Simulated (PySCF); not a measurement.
**Titanium: a sound run and one with changed settings**

Sound run: Ti⁺ [Ar] 3d2 4s1, Ti²⁺ [Ar] 3d2. All numbers are calculated (PySCF 2.14, the spin-free X2C one-electron Hamiltonian (Gaussian nucleus), in cc-pVTZ-DK (7s6p4d2f1g, 68 functions)). In the sound run the correlated levels freeze [Ar]. The sound run starts from symmetry-adapted Hartree-Fock orbitals and uses a fine grid where one is needed.

Changed run: all electrons correlated in a basis built for the valence shell.

```
species  method  sound run (hartree)  changed run (hartree)  converged
    Ti⁺     MP2           -852.55438             -852.82934        yes
   Ti²⁺     MP2           -852.07225             -852.33103        yes
```

Ionisation energy of Ti⁺:

```csv
method,sound run (eV),changed run (eV)
UHF,12.940,12.940
MP2,13.119,13.560
SCS-MP2,13.000,13.387
```

A valence basis has no tight correlating functions, so it recovers only part of the core correlation, and not evenly between atom and ion.

For comparison, NIST gives 13.575 eV between the lowest levels.
